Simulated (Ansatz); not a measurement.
Relaxation of In7Sb8H24, a nanocrystal cut from zinc blende InSb (hydrogen-capped) with UKS PBE-D4/def2-SVP.

```sh
$ ansatz run in.yaml --threads 2 --pin off --events-out ev --progress --plain --max-ram 32768MiB --backend cuda --devices 0, --max-vram 18GiB
```

```yaml
crystal:
  periodic: [false, false, false]
  atoms:
    - {symbol: In, position_ang: [-3.499237, -3.497639, 1.637384]}
    - {symbol: In, position_ang: [-3.662070, 0.216795, -2.165855]}
    - {symbol: In, position_ang: [0.216427, -3.666390, -2.163764]}
    - {symbol: In, position_ang: [0.000549, -0.000096, 0.926424]}
    - {symbol: In, position_ang: [3.666461, -0.222085, -2.163855]}
    - {symbol: In, position_ang: [-0.219171, 3.667239, -2.162161]}
    - {symbol: In, position_ang: [3.502575, 3.498289, 1.636633]}
    - {symbol: Sb, position_ang: [-1.605633, -4.759166, -0.096505]}
    - {symbol: Sb, position_ang: [-4.757494, -1.604338, -0.098453]}
    - {symbol: Sb, position_ang: [-1.593245, -1.592953, 2.719485]}
    - {symbol: Sb, position_ang: [-1.658564, 1.659005, -0.626389]}
    - {symbol: Sb, position_ang: [1.658794, -1.660928, -0.627125]}
    - {symbol: Sb, position_ang: [1.595237, 1.593754, 2.717370]}
    - {symbol: Sb, position_ang: [4.758556, 1.603795, -0.099490]}
    - {symbol: Sb, position_ang: [1.609455, 4.757106, -0.099652]}
    - {symbol: H, position_ang: [-4.403077, -4.401900, 2.803695]}
    - {symbol: H, position_ang: [-4.978662, 1.306925, -2.424453]}
    - {symbol: H, position_ang: [-2.768584, -0.884492, -3.156892]}
    - {symbol: H, position_ang: [-0.883905, -2.773440, -3.157135]}
    - {symbol: H, position_ang: [1.306863, -4.982705, -2.421916]}
    - {symbol: H, position_ang: [2.773168, 0.881760, -3.152788]}
    - {symbol: H, position_ang: [4.983643, -1.309942, -2.429879]}
    - {symbol: H, position_ang: [-1.308247, 4.984389, -2.423562]}
    - {symbol: H, position_ang: [0.882281, 2.773010, -3.153746]}
    - {symbol: H, position_ang: [4.406416, 4.401134, 2.803994]}
    - {symbol: H, position_ang: [-2.566072, -5.995525, -0.805054]}
    - {symbol: H, position_ang: [-0.770999, -5.809383, 0.976208]}
    - {symbol: H, position_ang: [-5.995065, -2.564095, -0.807014]}
    - {symbol: H, position_ang: [-5.810118, -0.769421, 0.972171]}
    - {symbol: H, position_ang: [-2.323194, -0.518330, 3.842643]}
    - {symbol: H, position_ang: [-0.519855, -2.325247, 3.842147]}
    - {symbol: H, position_ang: [-2.497632, 2.497999, 0.618367]}
    - {symbol: H, position_ang: [2.499275, -2.498374, 0.618277]}
    - {symbol: H, position_ang: [2.326809, 0.519839, 3.840032]}
    - {symbol: H, position_ang: [0.521694, 2.327349, 3.838847]}
    - {symbol: H, position_ang: [5.806522, 0.767234, 0.974275]}
    - {symbol: H, position_ang: [5.998507, 2.560433, -0.806924]}
    - {symbol: H, position_ang: [0.774984, 5.807617, 0.972862]}
    - {symbol: H, position_ang: [2.568209, 5.993977, -0.809300]}
basis:
  gaussian: {orbitals: def2-SVP, fitting: {mean_field: def2-universal-jkfit}}
magnetization: {spin_polarized: true, initial_magnetization: 1}
hamiltonian: {xc: pbe, dispersion: d4}
scf: {lower_state_search: "off"}
output: {orbitals: {seedname: orbitals}}
relax: {f_tol: 0.03, max_steps: 70}
```

Hardware: 2 threads of AMD EPYC 7R13 on a shared host and a share (18 GiB) of an NVIDIA H100 80GB HBM3. Wall time 79 s, peak host memory 1.2 GiB.

Positions (Å) and forces (eV/Å) at steps 1, 2, 3, 4, 7, 8, 9 of 12:

```xyz
39
step=1 energy=-88910.2974 eV
In   -3.499   -3.498    1.637    0.121    0.119    0.365
In   -3.662    0.217   -2.166    0.096    0.170    0.192
In    0.216   -3.666   -2.164    0.167    0.100    0.188
In    0.001    0.000    0.926    0.004   -0.003    0.197
In    3.666   -0.222   -2.164   -0.100   -0.162    0.185
In   -0.219    3.667   -2.162   -0.160   -0.104    0.182
In    3.503    3.498    1.637   -0.123   -0.121    0.362
Sb   -1.606   -4.759   -0.097   -0.056    0.144   -0.093
Sb   -4.757   -1.604   -0.098    0.131   -0.057   -0.094
Sb   -1.593   -1.593    2.719   -0.165   -0.163   -0.172
Sb   -1.659    1.659   -0.626   -0.001    0.007   -0.313
Sb    1.659   -1.661   -0.627    0.008   -0.001   -0.307
Sb    1.595    1.594    2.717    0.167    0.165   -0.179
Sb    4.759    1.604   -0.099   -0.136    0.047   -0.089
Sb    1.609    4.757   -0.100    0.049   -0.141   -0.089
H    -4.403   -4.402    2.804   -0.276   -0.276    0.012
H    -4.979    1.307   -2.424   -0.149    0.013   -0.141
H    -2.769   -0.884   -3.157   -0.031   -0.042   -0.059
H    -0.884   -2.773   -3.157   -0.040   -0.033   -0.056
H     1.307   -4.983   -2.422    0.013   -0.151   -0.141
H     2.773    0.882   -3.153    0.029    0.041   -0.062
H     4.984   -1.310   -2.430    0.148   -0.014   -0.137
H    -1.308    4.984   -2.424   -0.013    0.148   -0.138
H     0.882    2.773   -3.154    0.037    0.033   -0.059
H     4.406    4.401    2.804    0.278    0.278    0.014
H    -2.566   -5.996   -0.805    0.013   -0.128   -0.045
H    -0.771   -5.809    0.976    0.009   -0.027    0.010
H    -5.995   -2.564   -0.807   -0.120    0.015   -0.045
H    -5.810   -0.769    0.972   -0.022    0.009    0.009
H    -2.323   -0.518    3.843   -0.083    0.025    0.142
H    -0.520   -2.325    3.842    0.026   -0.083    0.142
H    -2.498    2.498    0.618   -0.036    0.032    0.003
H     2.499   -2.498    0.618    0.029   -0.034   -0.001
H     2.327    0.520    3.840    0.080   -0.025    0.143
H     0.522    2.327    3.839   -0.027    0.081    0.145
H     5.807    0.767    0.974    0.026   -0.008    0.010
H     5.999    2.560   -0.807    0.126   -0.013   -0.046
H     0.775    5.808    0.973   -0.009    0.029    0.012
H     2.568    5.994   -0.809   -0.012    0.128   -0.046
39
step=2 energy=-88910.5005 eV
In   -3.526   -3.525    1.815   -0.299   -0.297   -0.271
In   -3.670    0.278   -2.142   -0.178   -0.159   -0.161
In    0.278   -3.674   -2.141   -0.157   -0.177   -0.160
In    0.002    0.000    0.987   -0.004    0.001   -0.191
In    3.673   -0.281   -2.143    0.183    0.159   -0.162
In   -0.278    3.674   -2.141    0.158    0.184   -0.161
In    3.530    3.525    1.813    0.302    0.300   -0.272
Sb   -1.650   -4.732   -0.119   -0.095    0.005    0.244
Sb   -4.732   -1.649   -0.121    0.014   -0.095    0.246
Sb   -1.645   -1.645    2.740    0.158    0.158    0.205
Sb   -1.644    1.646   -0.706    0.046   -0.055    0.453
Sb    1.646   -1.646   -0.707   -0.053    0.043    0.446
Sb    1.647    1.646    2.737   -0.162   -0.160    0.214
Sb    4.734    1.645   -0.120   -0.011    0.102    0.243
Sb    1.651    4.732   -0.120    0.098   -0.008    0.241
H    -4.539   -4.538    2.835   -0.051   -0.051   -0.130
H    -5.033    1.310   -2.487    0.003   -0.037   -0.012
H    -2.813   -0.855   -3.151   -0.048    0.026   -0.029
H    -0.854   -2.818   -3.151    0.026   -0.047   -0.030
H     1.310   -5.037   -2.484   -0.038    0.004   -0.011
H     2.816    0.853   -3.151    0.047   -0.026   -0.030
H     5.035   -1.312   -2.490   -0.004    0.038   -0.011
H    -1.310    5.036   -2.485    0.039   -0.004   -0.012
H     0.853    2.816   -3.151   -0.024    0.047   -0.031
H     4.542    4.537    2.834    0.050    0.050   -0.132
H    -2.554   -6.027   -0.824    0.038    0.078   -0.001
H    -0.801   -5.789    0.950    0.028    0.023   -0.042
H    -6.026   -2.553   -0.827    0.074    0.036   -0.002
H    -5.789   -0.798    0.947    0.020    0.027   -0.042
H    -2.364   -0.564    3.888   -0.012   -0.096   -0.027
H    -0.565   -2.365    3.887   -0.096   -0.011   -0.027
H    -2.487    2.486    0.552    0.021   -0.019   -0.102
H     2.487   -2.488    0.552   -0.018    0.020   -0.101
H     2.365    0.566    3.885    0.012    0.095   -0.029
H     0.568    2.366    3.884    0.096    0.011   -0.029
H     5.789    0.796    0.950   -0.020   -0.029   -0.042
H     6.030    2.548   -0.826   -0.077   -0.038    0.000
H     0.804    5.790    0.949   -0.028   -0.021   -0.042
H     2.556    6.026   -0.828   -0.038   -0.078    0.000
39
step=3 energy=-88910.6816 eV
In   -3.606   -3.604    1.796   -0.096   -0.097    0.016
In   -3.697    0.259   -2.145   -0.038   -0.087   -0.040
In    0.259   -3.701   -2.144   -0.086   -0.038   -0.040
In    0.001   -0.001    1.006   -0.002    0.000   -0.025
In    3.699   -0.261   -2.147    0.041    0.088   -0.040
In   -0.259    3.700   -2.145    0.087    0.041   -0.040
In    3.609    3.604    1.794    0.099    0.099    0.016
Sb   -1.653   -4.715   -0.067   -0.022   -0.029    0.031
Sb   -4.714   -1.652   -0.068   -0.027   -0.021    0.030
Sb   -1.687   -1.686    2.719   -0.022   -0.022    0.134
Sb   -1.642    1.644   -0.684    0.011   -0.015    0.124
Sb    1.644   -1.644   -0.685   -0.015    0.009    0.121
Sb    1.688    1.687    2.716    0.021    0.021    0.138
Sb    4.717    1.649   -0.068    0.028    0.024    0.029
Sb    1.655    4.715   -0.068    0.024    0.029    0.029
H    -4.658   -4.656    2.739   -0.004   -0.003   -0.131
H    -5.066    1.275   -2.509    0.001   -0.015    0.032
H    -2.860   -0.863   -3.181   -0.013    0.001   -0.006
H    -0.862   -2.864   -3.181    0.000   -0.013   -0.006
H     1.275   -5.070   -2.506   -0.016    0.001    0.032
H     2.862    0.862   -3.181    0.013   -0.001   -0.005
H     5.068   -1.277   -2.512   -0.001    0.015    0.032
H    -1.274    5.069   -2.507    0.016   -0.001    0.032
H     0.862    2.862   -3.181    0.000    0.012   -0.006
H     4.661    4.656    2.737    0.002    0.002   -0.133
H    -2.550   -6.000   -0.792    0.047    0.021   -0.016
H    -0.787   -5.774    0.983    0.010    0.009   -0.015
H    -5.999   -2.549   -0.794    0.019    0.047   -0.016
H    -5.774   -0.785    0.980    0.008    0.010   -0.015
H    -2.418   -0.631    3.879   -0.002   -0.041   -0.029
H    -0.632   -2.419    3.878   -0.041   -0.002   -0.029
H    -2.496    2.495    0.551    0.000    0.002   -0.041
H     2.496   -2.497    0.551    0.002   -0.001   -0.040
H     2.419    0.632    3.876    0.003    0.041   -0.030
H     0.634    2.420    3.875    0.041    0.002   -0.030
H     5.774    0.782    0.983   -0.009   -0.011   -0.015
H     6.004    2.544   -0.793   -0.020   -0.047   -0.016
H     0.790    5.775    0.981   -0.010   -0.009   -0.015
H     2.552    5.999   -0.795   -0.047   -0.021   -0.016
39
step=4 energy=-88910.7604 eV
In   -3.658   -3.657    1.772   -0.053   -0.053   -0.034
In   -3.690    0.253   -2.124    0.014   -0.054   -0.003
In    0.253   -3.694   -2.123   -0.053    0.014   -0.003
In    0.001   -0.001    1.096   -0.001    0.000   -0.044
In    3.693   -0.255   -2.125   -0.014    0.055   -0.004
In   -0.253    3.693   -2.124    0.054   -0.013   -0.003
In    3.661    3.657    1.769    0.054    0.054   -0.033
Sb   -1.656   -4.728   -0.067   -0.023    0.013    0.008
Sb   -4.727   -1.655   -0.068    0.014   -0.022    0.008
Sb   -1.739   -1.738    2.730    0.014    0.014    0.044
Sb   -1.628    1.630   -0.640    0.022   -0.023    0.054
Sb    1.630   -1.631   -0.641   -0.023    0.021    0.053
Sb    1.740    1.739    2.727   -0.015   -0.015    0.046
Sb    4.730    1.653   -0.069   -0.013    0.023    0.007
Sb    1.658    4.728   -0.069    0.023   -0.013    0.007
H    -4.756   -4.754    2.594   -0.003   -0.003   -0.071
H    -5.062    1.274   -2.460    0.013   -0.007    0.028
H    -2.868   -0.863   -3.177   -0.006    0.007   -0.006
H    -0.863   -2.873   -3.177    0.007   -0.006   -0.006
H     1.274   -5.067   -2.457   -0.007    0.013    0.028
H     2.871    0.862   -3.177    0.006   -0.007   -0.006
H     5.064   -1.276   -2.463   -0.013    0.007    0.028
H    -1.274    5.066   -2.458    0.007   -0.013    0.028
H     0.862    2.872   -3.178   -0.006    0.006   -0.006
H     4.758    4.753    2.592    0.003    0.003   -0.072
H    -2.509   -6.016   -0.834    0.022   -0.001   -0.002
H    -0.774   -5.782    0.973    0.000   -0.002    0.004
H    -6.015   -2.508   -0.836   -0.002    0.022   -0.002
H    -5.781   -0.772    0.970   -0.003    0.000    0.004
H    -2.464   -0.679    3.887   -0.029   -0.040   -0.004
H    -0.680   -2.464    3.886   -0.040   -0.029   -0.004
H    -2.505    2.505    0.561   -0.006    0.006   -0.020
H     2.506   -2.507    0.560    0.007   -0.006   -0.020
H     2.465    0.680    3.884    0.030    0.040   -0.004
H     0.682    2.465    3.884    0.040    0.030   -0.004
H     5.781    0.769    0.972    0.003    0.000    0.004
H     6.020    2.503   -0.835    0.001   -0.022   -0.002
H     0.777    5.782    0.971    0.000    0.002    0.004
H     2.511    6.015   -0.837   -0.022    0.001   -0.002
39
step=7 energy=-88910.9108 eV
In   -3.804   -3.802    1.591   -0.005   -0.005   -0.016
In   -3.548    0.228   -2.051    0.004    0.036    0.028
In    0.228   -3.552   -2.050    0.036    0.004    0.027
In    0.001    0.000    1.474    0.001   -0.001    0.057
In    3.549   -0.228   -2.052   -0.002   -0.039    0.029
In   -0.226    3.550   -2.051   -0.039   -0.002    0.029
In    3.806    3.802    1.589    0.005    0.005   -0.015
Sb   -1.692   -4.764   -0.143   -0.021   -0.082   -0.027
Sb   -4.763   -1.690   -0.144   -0.082   -0.021   -0.027
Sb   -1.929   -1.929    2.781   -0.026   -0.026    0.049
Sb   -1.541    1.543   -0.431   -0.037    0.036   -0.012
Sb    1.543   -1.544   -0.431    0.035   -0.036   -0.011
Sb    1.931    1.929    2.780    0.026    0.026    0.049
Sb    4.765    1.688   -0.144    0.083    0.022   -0.026
Sb    1.694    4.763   -0.145    0.022    0.083   -0.027
H    -4.970   -4.967    2.187    0.061    0.061    0.008
H    -4.891    1.312   -2.298    0.018    0.010   -0.012
H    -2.772   -0.842   -3.177    0.017    0.009    0.010
H    -0.841   -2.778   -3.178    0.009    0.017    0.010
H     1.311   -4.896   -2.294    0.010    0.018   -0.012
H     2.774    0.842   -3.180   -0.017   -0.009    0.011
H     4.892   -1.312   -2.298   -0.018   -0.010   -0.013
H    -1.310    4.893   -2.294   -0.010   -0.018   -0.013
H     0.842    2.776   -3.182   -0.009   -0.017    0.012
H     4.972    4.967    2.184   -0.061   -0.061    0.008
H    -2.394   -6.105   -0.972   -0.004    0.040    0.001
H    -0.788   -5.780    0.916    0.003    0.038    0.020
H    -6.104   -2.393   -0.975    0.040   -0.004    0.001
H    -5.780   -0.786    0.913    0.038    0.003    0.019
H    -2.792   -1.008    3.965    0.005   -0.039   -0.029
H    -1.009   -2.793    3.964   -0.039    0.005   -0.028
H    -2.514    2.516    0.615    0.029   -0.027   -0.041
H     2.517   -2.517    0.614   -0.027    0.029   -0.041
H     2.795    1.009    3.964   -0.005    0.039   -0.029
H     1.012    2.793    3.964    0.039   -0.005   -0.028
H     5.779    0.783    0.914   -0.040   -0.003    0.019
H     6.108    2.388   -0.972   -0.040    0.005    0.000
H     0.791    5.781    0.913   -0.003   -0.039    0.019
H     2.396    6.104   -0.975    0.005   -0.040    0.000
39
step=8 energy=-88910.9502 eV
In   -3.828   -3.827    1.497    0.025    0.026   -0.036
In   -3.493    0.259   -2.027    0.000    0.029    0.020
In    0.260   -3.497   -2.026    0.029    0.000    0.020
In    0.001    0.000    1.627    0.001    0.000    0.071
In    3.495   -0.261   -2.027   -0.001   -0.027    0.019
In   -0.259    3.496   -2.026   -0.027   -0.001    0.019
In    3.830    3.826    1.496   -0.025   -0.025   -0.037
Sb   -1.688   -4.785   -0.195   -0.029   -0.017   -0.008
Sb   -4.784   -1.687   -0.197   -0.017   -0.029   -0.008
Sb   -1.997   -1.997    2.802   -0.008   -0.008    0.113
Sb   -1.514    1.515   -0.334   -0.062    0.064   -0.012
Sb    1.515   -1.516   -0.335    0.063   -0.061   -0.012
Sb    1.999    1.997    2.802    0.008    0.008    0.112
Sb    4.786    1.686   -0.198    0.016    0.027   -0.006
Sb    1.691    4.784   -0.198    0.027    0.016   -0.006
H    -4.982   -4.980    2.123    0.036    0.036    0.002
H    -4.808    1.376   -2.279    0.017   -0.002   -0.007
H    -2.707   -0.793   -3.164    0.008    0.006    0.015
H    -0.791   -2.712   -3.165    0.006    0.008    0.015
H     1.376   -4.813   -2.276   -0.002    0.017   -0.007
H     2.710    0.791   -3.165   -0.008   -0.006    0.014
H     4.810   -1.378   -2.279   -0.017    0.002   -0.007
H    -1.376    4.812   -2.275    0.002   -0.017   -0.007
H     0.791    2.711   -3.166   -0.006   -0.008    0.014
H     4.984    4.979    2.120   -0.036   -0.036    0.003
H    -2.369   -6.130   -1.037    0.030    0.017    0.033
H    -0.792   -5.757    0.911   -0.024    0.003   -0.025
H    -6.128   -2.368   -1.039    0.016    0.030    0.033
H    -5.757   -0.789    0.908    0.004   -0.024   -0.025
H    -2.928   -1.145    3.991    0.033   -0.048   -0.064
H    -1.146   -2.928    3.990   -0.048    0.033   -0.063
H    -2.515    2.517    0.655    0.031   -0.033   -0.031
H     2.518   -2.518    0.654   -0.032    0.031   -0.030
H     2.931    1.145    3.991   -0.033    0.048   -0.064
H     1.148    2.929    3.990    0.048   -0.033   -0.063
H     5.755    0.787    0.909   -0.002    0.025   -0.026
H     6.132    2.365   -1.039   -0.016   -0.030    0.034
H     0.794    5.757    0.908    0.025   -0.002   -0.026
H     2.373    6.128   -1.041   -0.030   -0.016    0.034
39
step=9 energy=-88910.9657 eV
In   -3.819   -3.817    1.370   -0.051   -0.052    0.072
In   -3.444    0.318   -1.985   -0.015   -0.011   -0.031
In    0.319   -3.449   -1.984   -0.012   -0.015   -0.031
In    0.001    0.000    1.790    0.001    0.001    0.061
In    3.446   -0.318   -1.987    0.015    0.008   -0.030
In   -0.316    3.447   -1.986    0.008    0.016   -0.029
In    3.821    3.817    1.367    0.049    0.049    0.076
Sb   -1.684   -4.808   -0.268    0.101   -0.056   -0.019
Sb   -4.807   -1.682   -0.269   -0.054    0.101   -0.019
Sb   -2.059   -2.059    2.842    0.040    0.041    0.125
Sb   -1.500    1.502   -0.219   -0.067    0.064    0.018
Sb    1.502   -1.502   -0.219    0.064   -0.067    0.017
Sb    2.062    2.059    2.840   -0.041   -0.040    0.127
Sb    4.809    1.679   -0.268    0.058   -0.096   -0.022
Sb    1.684    4.807   -0.268   -0.095    0.058   -0.022
H    -4.958   -4.955    2.038    0.011    0.010   -0.005
H    -4.731    1.464   -2.261    0.021   -0.015    0.006
H    -2.639   -0.723   -3.120    0.007    0.012    0.004
H    -0.721   -2.644   -3.121    0.012    0.007    0.004
H     1.464   -4.736   -2.257   -0.015    0.021    0.006
H     2.640    0.722   -3.123   -0.006   -0.012    0.006
H     4.732   -1.465   -2.262   -0.020    0.015    0.005
H    -1.462    4.734   -2.257    0.015   -0.020    0.005
H     0.722    2.642   -3.124   -0.012   -0.006    0.005
H     4.961    4.956    2.035   -0.011   -0.011   -0.006
H    -2.318   -6.182   -1.097   -0.003    0.044    0.016
H    -0.803   -5.760    0.870   -0.037    0.028   -0.006
H    -6.181   -2.316   -1.100    0.044   -0.004    0.016
H    -5.760   -0.801    0.867    0.028   -0.037   -0.006
H    -3.068   -1.277    4.020    0.062   -0.073   -0.091
H    -1.278   -3.068    4.019   -0.073    0.061   -0.091
H    -2.528    2.529    0.715    0.037   -0.035   -0.002
H     2.530   -2.529    0.715   -0.034    0.036   -0.001
H     3.071    1.278    4.018   -0.061    0.072   -0.091
H     1.281    3.069    4.018    0.072   -0.061   -0.091
H     5.760    0.797    0.869   -0.030    0.037   -0.005
H     6.184    2.312   -1.097   -0.044    0.003    0.015
H     0.804    5.762    0.868    0.037   -0.030   -0.005
H     2.319    6.180   -1.099    0.003   -0.044    0.015
```

In the def2 sets In, Sb take a core potential; there is no spin–orbit coupling. Single mean-field runs in def2-SVP are fitted with def2-universal-jkfit.
